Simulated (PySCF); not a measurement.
Species: C4H9N2P.
Atom-mapped SMILES: `[CH3:1][N:2]([CH3:3])[P:4]1(=[NH:5])[CH:6]=[CH:7]1` (hydrogens: H8, H9, H10 on C1; H11, H12, H13 on C3; H14 on N5; H15 on C6; H16 on C7)

Geometry (PBE0-D3(BJ)/def2-SVP, Å), atoms numbered from 1 in this order:
```
atom  x, y, z in Å
C1    -0.4638   -1.4815   -0.6317
N2    -0.5960   -0.1794   -0.0337
C3    -1.7459    0.0016    0.8214
P4     0.6579    0.9453    0.0244
N5     0.2553    2.3926    0.4471
C6     2.2442    0.3128    0.3920
C7     2.0219    0.3694   -0.9344
H8     0.3756   -1.4984   -1.3401
H9    -0.2943   -2.2778    0.1195
H10   -1.3789   -1.7384   -1.1935
H11   -1.7065    1.0015    1.2731
H12   -2.6844   -0.0911    0.2465
H13   -1.7721   -0.7468    1.6365
H14   -0.5794    2.7369   -0.0258
H15    3.0680    0.0607    1.0663
H16    2.5852    0.1794   -1.8536
```

Level: PBE0/pcSseg-1 and B3LYP/def2-SVPD in PySCF, non-relativistic, on one gas-phase PBE0-D3(BJ)/def2-SVP geometry that isn't relaxed in the solvent. The solvent is an IEF-PCM continuum (van der Waals radii × 1.2). The model holds no explicit solvent molecules, cavitation or dispersion.

Gas phase at PBE0/pcSseg-1: HOMO -6.35 eV, LUMO -0.63 eV, dipole 3.79 D.

Task: What does the continuum do to the energy, the frontier levels and the dipole at PBE0/pcSseg-1 in acetone and dimethylsulfoxide?

Result: 
```tsv
solvent	ε	E(solvent) − E(gas) (kcal/mol)	polarisation term (kcal/mol)	distortion of the solute (kcal/mol)	HOMO (eV)	LUMO (eV)	dipole (D)
acetone	20.49	-8.35	-10.07	1.72	-6.48	-0.57	5.06
dimethylsulfoxide	46.83	-8.77	-10.68	1.91	-6.49	-0.57	5.13
```

Polarisation term: ½ Σ q·V over the induced surface charges. Distortion: the rise of the solute's own energy as its density leaves the gas-phase optimum. From acetone to dimethylsulfoxide the lowering changes by a factor 1.05, Onsager's factor (ε − 1)/(2ε + 1) by 1.04 and ε itself by 2.3.

Task: Which radius a makes the point-dipole formula ΔE = −[(ε − 1)/(2ε + 1)]·μ²/a³ give the value in dimethylsulfoxide, with the gas-phase dipole?

Result: μ = 1.489 au and |ΔE| = 0.01397 Eh give a = 2.25 Å; the farthest nucleus lies 3.25 Å from the centroid of the nuclei, so such a sphere wouldn't even hold the nuclei. The formula assumes a rigid point dipole at the centre of a sphere.

Task: Give the dipole vector in the frame of the coordinates (D, pointing from negative to positive charge), gas and dimethylsulfoxide.

Result: Gas (-0.45, -3.52, -1.32), solvent (-0.47, -4.76, -1.86). Its length changes by +35 % and its direction by 2°.

Task: Which Hirshfeld charges (PBE0/pcSseg-1) respond most in acetone (means over atoms taken as equivalent)?

Result: 
```json
{"atoms": "N5", "environment": "nitrogen bonded to P and H", "gas (e)": "-0.412", "solvent (e)": "-0.466", "change": "-0.054"}
{"atoms": "H15/H16", "environment": "vinylic hydrogen", "gas (e)": "+0.067", "solvent (e)": "+0.079", "change": "+0.012"}
{"atoms": "P4", "environment": "phosphorus bonded to 2 C and 2 N", "gas (e)": "+0.377", "solvent (e)": "+0.371", "change": "-0.006"}
{"atoms": "H8 (×6)", "environment": "methyl hydrogen", "gas (e)": "+0.039", "solvent (e)": "+0.043", "change": "+0.004"}
{"atoms": "C6/C7", "environment": "alkene CH carbon", "gas (e)": "-0.083", "solvent (e)": "-0.079", "change": "+0.004"}
{"atoms": "H14", "environment": "N–H hydrogen", "gas (e)": "+0.089", "solvent (e)": "+0.091", "change": "+0.002"}
{"atoms": "C1/C3", "environment": "N-methyl carbon", "gas (e)": "-0.069", "solvent (e)": "-0.068", "change": "+0.001"}
{"atoms": "N2", "environment": "nitrogen bonded to 2 C and P", "gas (e)": "-0.121", "solvent (e)": "-0.119", "change": "+0.002"}
```

Task: Which Mayer bond orders change most in acetone?

Result: 
```csv
bond,length (Å),gas,solvent,change
P4–N5,1.561,1.788,1.730,-0.058
C7–P4,1.764,0.905,0.931,+0.026
N2–P4,1.685,0.958,0.981,+0.023
C6–C7,1.346,1.568,1.546,-0.022
P4–C6,1.747,0.930,0.951,+0.021
C1–N2,1.439,0.944,0.935,-0.009
N2–C3,1.444,0.943,0.936,-0.007
C6–H15,1.094,0.968,0.964,-0.004
```

Task: How do the nuclear quadrupole coupling constants eQVzz/h respond in acetone?

Result: 
```json
{"nucleus": "14N at N2", "Q (barn)": "0.02044", "gas (MHz)": "-5.90", "solvent (MHz)": "-5.84", "η gas": "0.07", "η solvent": "0.03"}
{"nucleus": "14N at N5", "Q (barn)": "0.02044", "gas (MHz)": "3.23", "solvent (MHz)": "3.23", "η gas": "0.68", "η solvent": "0.64"}
```

Gas phase at B3LYP/def2-SVPD: HOMO -6.18 eV, LUMO -0.97 eV, dipole 3.77 D.

Task: What does the continuum do to the energy, the frontier levels and the dipole at B3LYP/def2-SVPD in acetone?

Result: 
```tsv
solvent	ε	E(solvent) − E(gas) (kcal/mol)	polarisation term (kcal/mol)	distortion of the solute (kcal/mol)	HOMO (eV)	LUMO (eV)	dipole (D)
acetone	20.49	-8.19	-10.29	2.10	-6.30	-0.86	5.28
```

The atom shares or the degeneracy of the HOMO differ from the gas phase in acetone, so that column needn't follow one orbital.

Task: How does the static polarisability (B3LYP/def2-SVPD, frozen core, with the continuum's full static response) change?

Result: 
```json
{"medium": "gas", "isotropic (au)": "86.0", "principal values (au)": "72.2, 87.9, 97.8", "⟨r²⟩ of the electrons (bohr²)": "886.2"}
{"medium": "acetone", "isotropic (au)": "116.7", "principal values (au)": "101.4, 118.2, 130.4", "⟨r²⟩ of the electrons (bohr²)": "885.8"}
```

The isotropic value in acetone is 1.36 times the gas-phase one; no cavity-field correction is applied. ⟨r²⟩ is taken about the centre of nuclear charge.
